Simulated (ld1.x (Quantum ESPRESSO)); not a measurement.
Scattering properties, PAW potential for Te (Z = 52)

```json
{"Element": "Te", "Generator": "ld1.x (Quantum ESPRESSO) 7.5", "Type": "PAW", "Functional": "PBE", "Relativity": "scalar-relativistic", "Frozen core": "[Ar] 3d10", "Valence charge": "24", "Reference configuration": "4s2 4p6 4d10 5s2 5p2 (charge +2)", "Partial waves": "4s (bound): rcut 1.00, rcutus 1.15 bohr; 5s (bound): rcut 1.00, rcutus 1.15 bohr; 4p (bound): rcut 1.50, rcutus 1.55 bohr; 5p (bound): rcut 1.50, rcutus 1.55 bohr; 4d (bound): rcut 0.70, rcutus 0.95 bohr; 4d channel at -3.35 Ry: rcut 0.70, rcutus 0.95 bohr", "Local potential": "all-electron potential smoothed inside 0.85 bohr (lloc = -2)", "Core correction": "Bessel-smoothed model core, default radius (core density twice the valence density)", "Augmentation charge": "BESSEL, radius 0.55 bohr"}
```

The phase is arctan(r·u′/u) with u = r·R(r), unwrapped; energies in Ry, scanned from -16 to 5 Ry. A pole is an energy at which the radial function vanishes at the test radius. The pseudo phase is shifted by a multiple of π to meet the all-electron one at the reference energy, and phase errors are pseudo minus all-electron; the curves can meet again beyond the range given. Levels narrower than the energy grid can be missing from the lists of poles.

Q: For each channel, where are the poles, and over which energies does the pseudopotential scatter like the atom?

A:

| channel | radius (bohr) | reference energy (Ry) | poles, all-electron | poles, pseudo | unbroken range about the reference energy with phases within 0.05 rad | phase error 1 Ry above the reference energy (rad) |
| --- | --- | --- | --- | --- | --- | --- |
| s | 1.70 | -2.40 | -13.39, 4.88 | -13.39, 4.63 | the whole range | -0.001 |
| p | 1.70 | -1.64 | -9.60 | -9.60 | the whole range | -0.004 |
| d | 1.70 | -4.48 | -3.82 | -3.82 | the whole range | +0.000 |

Phases in the p channel:

| E (Ry) | all-electron | pseudo |
| --- | --- | --- |
| -16.00 | 1.396 | 1.396 |
| -15.52 | 1.392 | 1.391 |
| -15.04 | 1.387 | 1.387 |
| -14.56 | 1.382 | 1.381 |
| -14.08 | 1.376 | 1.375 |
| -13.60 | 1.369 | 1.368 |
| -13.12 | 1.361 | 1.360 |
| -12.64 | 1.351 | 1.350 |
| -12.16 | 1.338 | 1.337 |
| -11.68 | 1.319 | 1.318 |
| -11.20 | 1.289 | 1.287 |
| -10.72 | 1.223 | 1.221 |
| -10.24 | 0.887 | 0.884 |
| -9.76 | -1.452 | -1.452 |
| -9.28 | -1.663 | -1.664 |
| -8.80 | -1.720 | -1.721 |
| -8.32 | -1.751 | -1.752 |
| -7.84 | -1.773 | -1.774 |
| -7.36 | -1.792 | -1.793 |
| -6.88 | -1.810 | -1.811 |
| -6.40 | -1.828 | -1.829 |
| -5.92 | -1.847 | -1.848 |
| -5.44 | -1.868 | -1.869 |
| -4.96 | -1.892 | -1.894 |
| -4.48 | -1.921 | -1.922 |
| -4.00 | -1.955 | -1.956 |
| -3.52 | -1.997 | -1.998 |
| -3.04 | -2.050 | -2.051 |
| -2.56 | -2.121 | -2.122 |
| -2.08 | -2.219 | -2.219 |
| -1.60 | -2.359 | -2.359 |
| -1.12 | -2.568 | -2.569 |
| -0.64 | -2.877 | -2.881 |
| -0.16 | -3.277 | -3.287 |
| 0.32 | -3.668 | -3.685 |
| 0.80 | -3.962 | -3.982 |
| 1.28 | -4.160 | -4.180 |
| 1.76 | -4.293 | -4.314 |
| 2.24 | -4.387 | -4.407 |
| 2.72 | -4.455 | -4.476 |
| 3.20 | -4.507 | -4.529 |
| 3.68 | -4.548 | -4.572 |
| 4.16 | -4.581 | -4.607 |
| 4.64 | -4.609 | -4.637 |
